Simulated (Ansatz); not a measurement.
Ansatz (an electronic-structure program) input:

Ansatz 0.2 input:
```yaml
crystal:
  periodic: [false, false, false]
  atoms:
    - {symbol: Sc, position_ang: [0.37429855, -0.23741291, 0.33589731]}
    - {symbol: Cl, position_ang: [1.28332585, 0.51471529, -1.63496339]}
    - {symbol: Cl, position_ang: [-1.74569464, -0.22144053, 1.22003142]}
basis:
  gaussian:
    orbitals: def2-SVPD
magnetization: {spin_polarized: true, initial_magnetization: 1}
correlation: {method: ccsd_t, electrons: outside_noble_gas}
```

**Question.** Which total energy does the run end on?

**Answer.** -1678.92606 Eh (CCSD(T)/def2-SVPD). The basis has 88 functions.

The spin state was set by rule; other spins were not relaxed.
